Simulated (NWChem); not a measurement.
All runs are NWChem calculations. System: ClGe, charge 0, spin multiplicity 2, at a geometry optimised with UB3LYP/def2-SVP. The structure started from a generated list of species. Its SCF solution wasn't tested for a lower state. Level: UHF/def2-TZVP.

Input file:

```
start mol
memory heap 200 mb stack 900 mb global 1100 mb
geometry units angstroms nocenter noautoz
  Ge     0.000000     0.000000     0.764844
  Cl     0.000000     0.000000    -1.439706
  symmetry group C2v
end
basis spherical
  * library def2-tzvp
end
scf
  uhf
  nopen 1
  maxiter 100
  thresh 1e-7
  semidirect memsize 60000000 filesize 0
  # guess.movecs holds the orbitals of an unrestricted PBE0 run
  vectors input guess.movecs output mol.movecs
end
task scf energy
```

NWChem printed:

```
             Northwest Computational Chemistry Package (NWChem) 7.3.0
             --------------------------------------------------------

                                NWChem Input Module
                                -------------------

 Scaling coordinates for geometry "geometry" by  1.889725989
 (inverse scale =  0.529177249)

 Turning off AUTOSYM since
 SYMMETRY directive was detected!

                             Geometry "geometry" -> ""
                             -------------------------

 Output coordinates in angstroms (scale by  1.889725989 to convert to a.u.)

  No.       Tag          Charge          X              Y              Z
 ---- ---------------- ---------- -------------- -------------- --------------
    1 Ge                  32.0000     0.00000000     0.00000000     0.76484400
    2 Cl                  17.0000     0.00000000     0.00000000    -1.43970600

 Effective nuclear repulsion energy (a.u.)     130.5810362459

            Nuclear Dipole moment (a.u.)
            ----------------------------
        X                 Y               Z
 ---------------- ---------------- ----------------
     0.0000000000     0.0000000000     0.0000113384

      Symmetry information
      --------------------

 Group name             C2v
 Group number             16
 Group order               4
 No. of unique centers     2

      Symmetry unique atoms

     1    2


 Summary of "ao basis" -> "" (spherical)
 ------------------------------------------------------------------------------
       Tag                 Description            Shells   Functions and Types
 ---------------- ------------------------------  ------  ---------------------
 *                         def2-tzvp                  on all atoms

 Summary of "ao basis" -> "ao basis" (spherical)
 ------------------------------------------------------------------------------
       Tag                 Description            Shells   Functions and Types
 ---------------- ------------------------------  ------  ---------------------
 Ge                        def2-tzvp                16       48   6s5p4d1f
 Cl                        def2-tzvp                13       37   5s5p2d1f

                                 NWChem SCF Module
                                 -----------------

  ao basis        = "ao basis"
  functions       =    85
  atoms           =     2
  alpha electrons =    25
  beta  electrons =    24
  charge          =   0.00
  wavefunction    = UHF
  use symmetry    = T
  symmetry adapt  = T

 Summary of "ao basis" -> "ao basis" (spherical)
 ------------------------------------------------------------------------------
       Tag                 Description            Shells   Functions and Types
 ---------------- ------------------------------  ------  ---------------------
 Ge                        def2-tzvp                16       48   6s5p4d1f
 Cl                        def2-tzvp                13       37   5s5p2d1f

      Symmetry analysis of basis
      --------------------------

        a1         37
        a2          8
        b1         20
        b2         20

 Forming initial guess at       0.1s

   Symmetry analysis of molecular orbitals - initial alpha
   -------------------------------------------------------

  Numbering of irreducible representations:

     1 a1          2 a2          3 b1          4 b2

  Orbital symmetries:

     1 a1          2 a1          3 a1          4 b1          5 b2
     6 a1          7 a1          8 a1          9 b1         10 b2
    11 a1         12 b1         13 a1         14 b2         15 a1
    16 b1         17 a2         18 a1         19 b2         20 a1
    21 a1         22 b2         23 b1         24 a1         25 b2
    26 b1         27 a1         28 a2         29 a1         30 a1
    31 b2         32 b1         33 a1         34 a1         35 b2

   Symmetry analysis of molecular orbitals - initial beta
   ------------------------------------------------------

  Numbering of irreducible representations:

     1 a1          2 a2          3 b1          4 b2

  Orbital symmetries:

     1 a1          2 a1          3 a1          4 b1          5 a1
     6 b2          7 a1          8 a1          9 b1         10 b2
    11 a1         12 b1         13 a1         14 b2         15 a1
    16 b1         17 a2         18 b2         19 a1         20 a1
    21 a1         22 b1         23 b2         24 a1         25 b1
    26 b2         27 a1         28 a1         29 a2         30 b1
    31 a1         32 b2         33 a1         34 a1         35 b1

 Starting SCF solution at       0.1s

 ----------------------------------------------
         Quadratically convergent UHF

 Convergence threshold     :          1.000E-07
 Maximum no. of iterations :          100
 Integral*density screening:          1.000E-09
 ----------------------------------------------

              iter       energy          gnorm     gmax       time
             ----- ------------------- --------- --------- --------
                 1    -2534.8791626585  8.18D-01  2.58D-01      2.1
                 2    -2534.8969572511  1.69D-01  4.16D-02      2.1
                 3    -2534.8985465471  8.82D-03  2.88D-03      2.2
                 4    -2534.8985924017  5.30D-05  2.20D-05      2.4
                 5    -2534.8985924029  3.27D-09  8.13D-10      2.7

       Final UHF  results
       ------------------

         Total SCF energy =  -2534.898592402900
      One electron energy =  -3790.910109935740
      Two electron energy =   1125.430481286969
 Nuclear repulsion energy =    130.581036245871
[...]
    11 a1         12 b1         13 a1         14 b2         15 a1
    16 b1         17 a2         18 a1         19 b2         20 a1
    21 a1         22 b1         23 b2         24 a1         25 b1
    26 b2         27 a1         28 a1         29 a2         30 b1
    31 a1         32 b2         33 a1         34 a1         35 b1

          Final alpha eigenvalues
          -----------------------

              1
    1 -405.2778
    2 -104.8171
    3  -52.1835
    4  -46.2712
    5  -46.2703
    6  -46.2691
    7  -10.5456
    8   -8.0123
    9   -8.0117
   10   -8.0110
   11   -7.2269
   12   -5.2007
   13   -5.2000
   14   -5.1953
   15   -1.6751
   16   -1.6728
   17   -1.6712
   18   -1.6671
   19   -1.6656
   20   -1.0749
   21   -0.6538
   22   -0.4776
   23   -0.4614
   24   -0.4419
   25   -0.2889
   26   -0.0027
   27    0.1057
   28    0.2794
   29    0.2801
   30    0.3140
   31    0.3191
   32    0.3268
   33    0.3602
   34    0.4215
   35    0.4346

          Final beta eigenvalues
          ----------------------

              1
    1 -405.2758
    2 -104.8164
    3  -52.1829
    4  -46.2702
    5  -46.2690
    6  -46.2659
    7  -10.5450
    8   -8.0116
    9   -8.0109
   10   -8.0091
   11   -7.2233
   12   -5.2002
   13   -5.1958
   14   -5.1852
   15   -1.6753
   16   -1.6733
   17   -1.6675
   18   -1.6621
   19   -1.6620
   20   -1.0691
   21   -0.6036
   22   -0.4617
   23   -0.4551
   24   -0.4153
   25    0.0104
   26    0.0555
   27    0.1196
   28    0.3096
   29    0.3174
   30    0.3295
   31    0.3471
   32    0.3528
   33    0.3632
   34    0.4275
   35    0.4595

                    UHF Final Alpha Molecular Orbital Analysis
                    ------------------------------------------

 Vector   23  Occ=1.000000D+00  E=-4.614035D-01  Symmetry=b1
              MO Center= -2.3D-13, -7.6D-16, -1.3D+00, r^2= 1.4D+00
   Bfn.  Coefficient  Atom+Function         Bfn.  Coefficient  Atom+Function
  ----- ------------  ---------------      ----- ------------  ---------------
    63      0.523019  2 Cl px                66      0.347908  2 Cl px
    60      0.238913  2 Cl px                54     -0.190695  2 Cl px

 Vector   24  Occ=1.000000D+00  E=-4.418649D-01  Symmetry=a1
              MO Center=  1.7D-14, -8.9D-16, -1.6D-01, r^2= 3.3D+00
   Bfn.  Coefficient  Atom+Function         Bfn.  Coefficient  Atom+Function
  ----- ------------  ---------------      ----- ------------  ---------------
     6      0.428438  1 Ge s                 65     -0.413457  2 Cl pz
     5      0.307233  1 Ge s                 68     -0.279089  2 Cl pz
    18      0.253595  1 Ge pz                62     -0.186117  2 Cl pz
     4     -0.165059  1 Ge s

 Vector   25  Occ=1.000000D+00  E=-2.889039D-01  Symmetry=b2
              MO Center= -2.3D-15, -3.8D-14,  6.3D-01, r^2= 3.0D+00
   Bfn.  Coefficient  Atom+Function         Bfn.  Coefficient  Atom+Function
  ----- ------------  ---------------      ----- ------------  ---------------
    20      0.610459  1 Ge py                17      0.514213  1 Ge py
    67     -0.209702  2 Cl py                11     -0.201883  1 Ge py
    64     -0.181696  2 Cl py

 Vector   26  Occ=0.000000D+00  E=-2.746511D-03  Symmetry=b1
              MO Center=  5.6D-12, -1.1D-15,  7.3D-01, r^2= 3.3D+00
   Bfn.  Coefficient  Atom+Function         Bfn.  Coefficient  Atom+Function
  ----- ------------  ---------------      ----- ------------  ---------------
    19      0.774253  1 Ge px                16      0.356184  1 Ge px
    66     -0.214204  2 Cl px                10     -0.174928  1 Ge px

 Vector   27  Occ=0.000000D+00  E= 1.056943D-01  Symmetry=a1
              MO Center= -7.0D-15, -2.6D-15,  6.8D-01, r^2= 4.7D+00
   Bfn.  Coefficient  Atom+Function         Bfn.  Coefficient  Atom+Function
  ----- ------------  ---------------      ----- ------------  ---------------
    21      1.147386  1 Ge pz                53      0.716114  2 Cl s
    68      0.590068  2 Cl pz                 6     -0.514837  1 Ge s
    18      0.260270  1 Ge pz                65      0.185917  2 Cl pz

 Vector   28  Occ=0.000000D+00  E= 2.793694D-01  Symmetry=a2
              MO Center=  4.6D-15,  1.7D-15,  7.1D-01, r^2= 4.0D+00
   Bfn.  Coefficient  Atom+Function         Bfn.  Coefficient  Atom+Function
  ----- ------------  ---------------      ----- ------------  ---------------
    37      1.080907  1 Ge d -2              32     -0.222739  1 Ge d -2

                     UHF Final Beta Molecular Orbital Analysis
                     -----------------------------------------

 Vector   22  Occ=1.000000D+00  E=-4.616616D-01  Symmetry=b1
              MO Center=  2.2D-15,  2.4D-15, -1.3D+00, r^2= 1.3D+00
   Bfn.  Coefficient  Atom+Function         Bfn.  Coefficient  Atom+Function
  ----- ------------  ---------------      ----- ------------  ---------------
    63      0.524994  2 Cl px                66      0.350599  2 Cl px
    60      0.239815  2 Cl px                54     -0.191406  2 Cl px

 Vector   23  Occ=1.000000D+00  E=-4.550739D-01  Symmetry=b2
              MO Center= -6.6D-16, -1.4D-14, -1.3D+00, r^2= 1.3D+00
   Bfn.  Coefficient  Atom+Function         Bfn.  Coefficient  Atom+Function
  ----- ------------  ---------------      ----- ------------  ---------------
    64      0.529276  2 Cl py                67      0.356397  2 Cl py
    61      0.242770  2 Cl py                55     -0.193215  2 Cl py

 Vector   24  Occ=1.000000D+00  E=-4.153007D-01  Symmetry=a1
              MO Center= -6.4D-15,  1.2D-14,  2.8D-01, r^2= 3.3D+00
   Bfn.  Coefficient  Atom+Function         Bfn.  Coefficient  Atom+Function
  ----- ------------  ---------------      ----- ------------  ---------------
     6      0.479187  1 Ge s                  5      0.401050  1 Ge s
    65     -0.360559  2 Cl pz                18      0.259782  1 Ge pz
    68     -0.257508  2 Cl pz                 4     -0.207621  1 Ge s
    62     -0.160918  2 Cl pz

 Vector   25  Occ=0.000000D+00  E= 1.036771D-02  Symmetry=b1
              MO Center= -2.4D-15, -1.6D-13,  7.6D-01, r^2= 3.3D+00
   Bfn.  Coefficient  Atom+Function         Bfn.  Coefficient  Atom+Function
  ----- ------------  ---------------      ----- ------------  ---------------
    19      0.782917  1 Ge px                16      0.344627  1 Ge px
    66     -0.206351  2 Cl px                10     -0.173718  1 Ge px

 Vector   26  Occ=0.000000D+00  E= 5.546298D-02  Symmetry=b2
              MO Center=  1.8D-16,  4.4D-14,  7.7D-01, r^2= 3.4D+00
   Bfn.  Coefficient  Atom+Function         Bfn.  Coefficient  Atom+Function
  ----- ------------  ---------------      ----- ------------  ---------------
    20      0.819267  1 Ge py                17      0.302027  1 Ge py
    67     -0.199808  2 Cl py                11     -0.168929  1 Ge py

 Vector   27  Occ=0.000000D+00  E= 1.195984D-01  Symmetry=a1
              MO Center=  2.4D-14,  1.0D-14,  5.9D-01, r^2= 4.8D+00
   Bfn.  Coefficient  Atom+Function         Bfn.  Coefficient  Atom+Function
  ----- ------------  ---------------      ----- ------------  ---------------
    21      1.162119  1 Ge pz                53      0.740338  2 Cl s
    68      0.620999  2 Cl pz                 6     -0.578485  1 Ge s
    18      0.246119  1 Ge pz                65      0.178466  2 Cl pz
     5     -0.161863  1 Ge s

 center of mass
 --------------
 x =   0.00000000 y =   0.00000000 z =   0.10749026

 moments of inertia (a.u.)
 ------------------
         412.003646680337           0.000000000000           0.000000000000
           0.000000000000         412.003646680337           0.000000000000
           0.000000000000           0.000000000000           0.000000000000

  Mulliken analysis of the total density
  --------------------------------------

    Atom       Charge   Shell Charges
 -----------   ------   -------------------------------------------------------
    1 Ge  32    31.60   2.00  2.00  1.18  0.78  1.06  0.89  5.98  4.41  1.58  0.85  0.75  8.92  1.08  0.02  0.07  0.02
    2 Cl  17    17.40   2.01  0.45  1.52  1.08  0.89  4.18  1.69  1.06  2.87  1.62  0.01  0.03  0.00

  Mulliken analysis of the alpha density
  --------------------------------------

    Atom       Charge   Shell Charges
 -----------   ------   -------------------------------------------------------
    1 Ge  32    16.29   1.00  1.00  0.59  0.39  0.53  0.45  2.99  2.21  0.78  0.64  0.64  4.46  0.54  0.02  0.04  0.01
    2 Cl  17     8.71   1.01  0.22  0.76  0.54  0.44  2.09  0.85  0.54  1.45  0.80  0.00  0.01  0.00

   Mulliken analysis of the beta density
   -------------------------------------

    Atom       Charge   Shell Charges
 -----------   ------   -------------------------------------------------------
    1 Ge  32    15.31   1.00  1.00  0.59  0.39  0.53  0.44  2.99  2.19  0.80  0.21  0.12  4.47  0.54  0.01  0.03  0.01
    2 Cl  17     8.69   1.01  0.22  0.76  0.54  0.44  2.09  0.85  0.53  1.43  0.82  0.00  0.01  0.00

   Mulliken analysis of the spin density
   -------------------------------------

    Atom       Charge   Shell Charges
 -----------   ------   -------------------------------------------------------
    1 Ge  32     0.99  -0.00  0.00  0.00 -0.00  0.01  0.01  0.00  0.02 -0.02  0.43  0.52 -0.01  0.01  0.01  0.01 -0.00
    2 Cl  17     0.01   0.00  0.00 -0.00  0.00 -0.00  0.00 -0.00  0.01  0.02 -0.02  0.00  0.00  0.00

       Multipole analysis of the density wrt the origin
       ------------------------------------------------

     L   x y z        total         alpha         beta         nuclear
     -   - - -        -----         -----         ----         -------
     0   0 0 0     -0.000000    -25.000000    -24.000000     49.000000

     1   1 0 0      0.000000      0.000000      0.000000      0.000000
     1   0 1 0     -0.000000     -0.000000     -0.000000      0.000000
     1   0 0 1      0.844640     -0.227009      1.071637      0.000011

     2   2 0 0    -20.454153    -11.019579     -9.434574      0.000000
     2   1 1 0     -0.000000     -0.000000     -0.000000      0.000000
     2   1 0 1     -0.000000     -0.000000      0.000000      0.000000
     2   0 2 0    -23.998924    -14.905501     -9.093423      0.000000
     2   0 1 1      0.000000      0.000000     -0.000000      0.000000
     2   0 0 2    -23.949681   -110.297063   -106.334286    192.681668

 Task  times  cpu:        2.8s     wall:        2.8s

 Total times  cpu:        2.8s     wall:        2.8s
```
